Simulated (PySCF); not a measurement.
## Ions at one geometry of [La(NH3)3]3+

PySCF 2.14.0, RKS PBE0, La def2-SVP with ECP46, N def2-SVP, H def2-SVP; non-relativistic Hamiltonian with scalar-relativistic core potentials where named; density fitting; no spin-orbit coupling; singlets restricted, open shells unrestricted. The geometry is relaxed for charge +3, singlet, vacuum:

```xyz
13

La    0.0000    0.0000   -0.7629
N     2.4447   -0.0007   -0.0078
H     2.6893   -0.6533    0.7572
H     3.1231   -0.2527   -0.7487
H     2.8080    0.9052    0.3363
N    -1.2217    2.1175   -0.0078
H    -0.7789    2.6556    0.7572
H    -1.3426    2.8310   -0.7487
H    -2.1879    1.9792    0.3363
N    -1.2230   -2.1168   -0.0078
H    -1.9104   -2.0023    0.7572
H    -1.7804   -2.5783   -0.7487
H    -0.6200   -2.8844    0.3363
```

Energies count from the relaxed state; an electron taken off or put on is at rest in vacuum. Charges and spins are Mulliken's.

```tsv
state	energy (eV)	spin squared	charge on La1 (e)	spin on La1 (e)	dipole about the centre of mass (D)
charge +3, singlet, vacuum	0.00	0.00	1.89	0.00	2.05
charge +4, doublet, vacuum	25.79	0.76	2.06	0.04	4.10
```

Q: What does the state charge +2, doublet, vacuum give?

A: energy (eV) -14.02, spin squared 0.75, charge on La1 (e) 1.18, spin on La1 (e) 1.01, dipole about the centre of mass (D) 2.44.

With an electron taken off (doublet) the charges change, summed by element, by La +0.17 e, N +0.34 e, H +0.49 e. The vertical ionisation energy is 25.79 eV, against −ε(HOMO) = 23.78 eV of the relaxed state. The level lies 2.0 eV too high, as is usual for semilocal functionals and global hybrids, which keep a self-interaction error.

With an electron put on (doublet) the charges change, summed by element, by La -0.71 e, N +0.05 e, H -0.34 e. The vertical electron affinity is 14.02 eV, against −ε(LUMO) = 15.94 eV of the relaxed state.

Open shells may have lower solutions than those found.

A frequency check found unstable modes (3, the lowest at -10 cm⁻¹), so the relaxed geometry is a saddle point, or these are noise.
